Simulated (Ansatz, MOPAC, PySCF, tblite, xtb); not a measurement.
Scan of H7N2 (cation, charge +1), singlet: proton transfer between two ammonia molecules. Scanned: distance between the heavy atoms and shift of the shared proton from the midpoint. Other coordinates (outer angle at the first heavy atom, outer angle at the second, outer bond length at the first heavy atom, outer bond length at the second) were minimised at PBE0/def2-SVP.

- GFN2-xTB, 300 K electronic temperature (tblite)
- RHF/cc-pVTZ, density fitting (PySCF)
- B3LYP/cc-pVTZ, density fitting (PySCF)
- CAM-B3LYP/cc-pVTZ, density fitting (PySCF)
- RKS-PBE/cc-pVTZ = restricted PBE/cc-pVTZ (Ansatz, an electronic-structure program)
- PM3, restricted, heats of formation (MOPAC)
- PM6, restricted, heats of formation (MOPAC)
- GFN1-xTB (xtb)
- RKS-B3LYP/6-31G* = restricted B3LYP/6-31G*, spherical d (PySCF)
- RKS-B3LYP/6-311+G** = restricted B3LYP/6-311+G**, spherical d (PySCF)
- RKS-LDA (SVWN5)/6-31G* = restricted LDA (SVWN5)/6-31G*, spherical d in PySCF
- RMP2/6-31G* = restricted MP2 (frozen core)/6-31G*, spherical d run with PySCF

Energies in kJ/mol at chosen points (x: distance between the heavy atoms (Å); y: shift of the shared proton from the midpoint (Å)), relative to x = 2.70, y = 0.25:

```
method                  (3, 0.40)  (3.10, 0.15)  (2.80, 0.15)  (2.60, 0.35)  (2.70, 0)  (2.70, 0.20)  (2.80, 0.50)
----------------------  ---------  ------------  ------------  ------------  ---------  ------------  ------------
GFN2-xTB                     25.5          60.8           6.5          39.6       -3.4          -2.9          79.3
RHF                           4.7          84.3          20.0          28.6       18.7           4.0          46.4
B3LYP                        10.0          59.9           7.8          40.7        4.0          -0.7          67.0
CAM-B3LYP                    11.0          64.6           9.4          39.6        5.2          -0.4          66.5
RKS-PBE/cc-pVTZ              11.9          51.6           3.2          46.6       -1.8          -2.6          76.5
PM3                          11.0          74.2          26.8          16.1       38.7           9.2          34.0
PM6                           7.6          53.6           3.1          30.9       -1.6          -2.0          41.3
GFN1-xTB                     23.7          72.1           8.8          37.1       -4.4          -2.7          71.0
RKS-B3LYP/6-31G*             11.8          56.6           5.9          45.3        1.8          -1.6          76.0
RKS-B3LYP/6-311+G**           9.5          59.6           7.6          42.1        3.7          -0.8          68.7
RKS-LDA (SVWN5)/6-31G*       20.1          50.5           0.2          53.6       -7.4          -4.7          94.8
RMP2/6-31G*                   8.4          63.2           9.5          42.6        6.8           0.0          70.2
```
